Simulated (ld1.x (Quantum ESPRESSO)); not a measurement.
# Before and after: TM potential for Rh

| Quantity | Value |
| --- | --- |
| Element | Rh (Z = 45) |
| Generator | ld1.x (Quantum ESPRESSO) 7.5 |
| Type | norm-conserving Troullier–Martins (Kleinman–Bylander form) |
| Functional | LDA (PZ) |
| Relativity | non-relativistic |
| Frozen core | [Kr] |
| Valence charge | 9 |
| Reference configuration | 4d8 5s1 5p0 |
| Partial waves | 5s (bound): rc 2.45 bohr; 4d (bound): rc 1.20 bohr; 5p (bound, empty): rc 3.55 bohr |
| Local potential | the p channel |
| Core correction | none |

Change: wave 4d (bound): rc 1.20 bohr becomes 4d (bound): rc 1.80 bohr.

Cutoffs: the cutoffs (Ry, on a coarse ladder) from which the occupation-weighted sum of valence levels, in a spherical-Bessel basis at the reference potential, stays within 10 and 1 mRy of its value at 400 Ry; they do not see the model core or the augmentation charge, which bear on the density cutoff. Errors are all-electron minus pseudo energies relative to the spin-unpolarised reference configuration.

Q: How do hardness, ghosts and transferability respond?

A: The potential gets softer (70 Ry and 90 Ry → 55 Ry and 70 Ry); the errors of the 9 common tests hardly move; neither file shows a bound ghost at the reference potential, the only one tested. A larger radius leaves more room for a smooth pseudo-wave, so fewer plane waves are needed.

| quantity | base | changed |
| --- | --- | --- |
| cutoff, loose | 70 Ry | 55 Ry |
| cutoff, tight | 90 Ry | 70 Ry |
| loose cutoff by channel (10 mRy a level) | s 6 Ry, d 50 Ry | s 6 Ry, d 45 Ry |
| bound ghosts | none | none |
| error for 4d8 5s0 5p0, meV [ΔE 7.28 eV] | -3.1 | -2.7 |
| error for 4d7 5s0 5p0, meV [ΔE 27.32 eV] | -150 | -149 |
| error for 4d6 5s0 5p0, meV [ΔE 60.46 eV] | -742 | -728 |
| error for 4d8 5s0.5 5p0, meV [ΔE 2.86 eV] | -0.1 | -0.1 |
| error for 4d8.5 5s0.5 5p0, meV [ΔE -0.93 eV] | -31 | -30 |
| error for 4d7 5s1 5p0, meV [ΔE 11.77 eV] | -83 | -81 |
| error for 4d5 5s0 5p0, meV [ΔE 108.15 eV] | -1791 | -1739 |
| error for 4d8 5s1 5p0 (spin-polarised), meV [ΔE -0.87 eV] | +438 | +438 |
| error for 4d8 5s0 5p0 (spin-polarised), meV [ΔE 6.71 eV] | +414 | +415 |
| s: phases at 3.86 bohr within 0.05 rad from the reference energy up to (Ry; the scan ends near 5) | 0.4 | 0.4 |
| p: phases at 3.86 bohr within 0.05 rad from the reference energy up to (Ry; the scan ends near 5) | 1.5 | 1.5 |
| d: phases at 3.86 bohr within 0.05 rad from the reference energy up to (Ry; the scan ends near 5) | 0.3 | 0.3 |

Base: These tests converged, but a pseudo level misses the all-electron one widely, so the file describes the atom poorly there or has found another state: 4d5 5s0 5p0: empty 5s by 4.7 eV. Changed file: These tests converged, but a pseudo level misses the all-electron one widely, so the file describes the atom poorly there or has found another state: 4d5 5s0 5p0: empty 5s by 4.6 eV.
